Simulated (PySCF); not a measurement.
## Correlation energy of Mn⁺ (manganese, charge +1)

[Ar] 3d5 4s1, high-spin 7S determinant. Computed with PySCF 2.14 in Sapporo-DKH3-DZP-2012 (6s5p3d1f, 43 functions), with the spin-free X2C one-electron Hamiltonian (Gaussian nucleus). Frozen: [Ar]; 6 electrons correlated.

MP2 pair energies summed by pair of shells (mhartree):

```tsv
pair	energy	share (%)
3d-3d	-56.00	82.3
3d-4s	-12.06	17.7
```

Total MP2 correlation energy: -68.06 mhartree.

Same-spin part -68.06 and opposite-spin part 0.00 mhartree; SCS-MP2 scales them by 1/3 and 6/5 to -22.69 mhartree.
